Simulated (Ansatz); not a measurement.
C4H7 (SMILES [CH-]=C(C)C), charge -1, singlet, at a GFN2-xTB geometry (a gas-phase anion, which may not be bound at this level). Base run: CCSD(T)/cc-pVDZ in Ansatz (an electronic-structure program).

Here is a job for Ansatz.
Ansatz 0.2 input:
```yaml
crystal:
  periodic: [false, false, false]
  atoms:
    - {symbol: C, position_ang: [-0.01707892, 0.13768366, 1.56711869]}
    - {symbol: C, position_ang: [-0.00258751, 0.01589936, 0.23872691]}
    - {symbol: H, position_ang: [-0.01937530, -0.90033578, 2.05551585]}
    - {symbol: C, position_ang: [0.00330867, 1.25366579, -0.64010594]}
    - {symbol: H, position_ang: [-0.00577892, 2.15256181, -0.02325221]}
    - {symbol: H, position_ang: [0.89326881, 1.29293502, -1.28777368]}
    - {symbol: H, position_ang: [-0.87285877, 1.28799033, -1.30658702]}
    - {symbol: C, position_ang: [0.01031081, -1.25397826, -0.63835837]}
    - {symbol: H, position_ang: [0.00619538, -2.15281432, -0.01577716]}
    - {symbol: H, position_ang: [-0.86732463, -1.30245721, -1.30263128]}
    - {symbol: H, position_ang: [0.90215513, -1.29750313, -1.28378223]}
basis:
  gaussian:
    orbitals: cc-pVDZ
total_charge: -1
magnetization: {spin_polarized: false}
correlation: {method: ccsd_t}
```

The base run was repeated with changes; each row names its change, and settings that it needs were set with it.

| change | ΔE vs base (kcal/mol) | MP2 correlation (Eh) | CC correlation without the perturbative part (Eh) | basis functions | core-seconds (rough) |
|---|---|---|---|---|---|
| base | 0.000 | -0.56808 | -0.61904 | 91 | 4 |
| diis_vectors = 4 | 0.000 | -0.56808 | -0.61904 | 91 | 4 |
| fitting = cc-pVTZ-JKFIT (mean field), cc-pVTZ-RIFIT (correlation) | 0.029 | -0.56803 | -0.61902 | 91 | 4 |
| electrons = all | -5.94 | -0.57816 | -0.62834 | 91 | 6 |
| accuracy = high | -0.001 | -0.56808 | -0.61904 | 91 | 20 |
| lower_state_search = off | 0.000 | -0.56808 | -0.61904 | 91 | 4 |
| method = mp2 | ___ | -0.56808 | - | 91 | 0.9 |
| method = rpa | ___ | - | - | 91 | 1.0 |
| method = ccsd | ___ | -0.56808 | -0.61904 | 91 | 3 |
| method = bccd_t | -0.052 | -0.56808 | -0.61824 | 91 | 4 |

**Question.** Some entries are withheld; supply them.

**Answer.** 
- method = mp2, ΔE vs base (kcal/mol): 45.41
- method = rpa, ΔE vs base (kcal/mol): -16.24
- method = ccsd, ΔE vs base (kcal/mol): 13.43

A gas-phase anion may not be bound at this level; its values then depend on the basis.
